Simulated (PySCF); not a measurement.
Identify the unknown among the candidates.

All candidates are C8H8.

| technique | computed result |
| --- | --- |
| UV, first state | lowest singlet excitation: 4.34 eV (286 nm, f = 0.000) [TDDFT CAM-B3LYP/def2-SVPD] |
| Rotational structure | rotational constants A, B, C: 4.239, 0.967, 0.823 GHz [GFN2-xTB] |
| UV, strongest line | among the 8 lowest singlet transitions: S4 at 6.27 eV (198 nm, f = 0.815) [TDDFT CAM-B3LYP/def2-SVPD] |
| Polarisability | 105.2 au [CAM-B3LYP/def2-SVPD] |
| Triplet | lowest triplet excitation (Tamm–Dancoff): 3.05 eV [TDA CAM-B3LYP/def2-SVPD] |
| Dipole | 0.91 D [CAM-B3LYP/def2-SVPD] |

Electronic properties: PySCF, gas phase, density fitting. Levels stand in brackets. One conformer (not necessarily the lowest) at the GFN2-xTB geometry, without solvent, vibrations or thermal averaging.

Question: Which candidate is it?
A. `CC#CC#CC1CC1`
B. `C1=CC2C=CC1C=C2`
C. `C#CC#CC(=C)CC`

Answer: C. It is `C#CC#CC(=C)CC`. Numbering: `[CH:1]#[C:2][C:3]#[C:4][C:5](=[CH2:6])[CH2:7][CH3:8]`. Its formula, C8H8, gives 5 degrees of unsaturation: 0 rings and 5 π bonds in the structure found. S1 is mainly HOMO−1→LUMO (weight 0.87); the largest Löwdin shares of the orbital it empties are 0.24 on the terminal alkyne carbon, 0.24 on an alkyne carbon, 0.21 on an alkyne carbon and 0.20 on an alkyne carbon, of the orbital it fills 0.21 on the terminal =CH2 carbon, 0.15 on the fully substituted alkene carbon, 0.14 on an alkyne carbon and 0.14 on the terminal alkyne carbon. The optimised geometry has point group C1 and is an asymmetric top.

The others, at the same levels:
- `C1=CC2C=CC1C=C2` fails: its computed lowest singlet excitation is 5.09 eV (243 nm, f = 0.000 summed over 2 states within 0.01 eV) (against 4.34 eV), lowest triplet excitation (Tamm–Dancoff) is 3.60 eV (against 3.05 eV) and static isotropic polarisability is 77.9 au (against 105.2 au).
- `CC#CC#CC1CC1` fails: its computed lowest singlet excitation is 4.59 eV (270 nm, f = 0.000) (against 4.34 eV), lowest triplet excitation (Tamm–Dancoff) is 3.87 eV (against 3.05 eV) and static isotropic polarisability is 103.5 au (against 105.2 au).

Each candidate is one conformer, not necessarily the lowest. Dipoles, sizes and rotational constants follow the conformer. The torsions of the flexible species, by atom-mapped SMILES:
- `[CH:1]#[C:2][C:3]#[C:4][C:5](=[CH2:6])[CH2:7][CH3:8]`: C4–C5–C7–C8 -72°
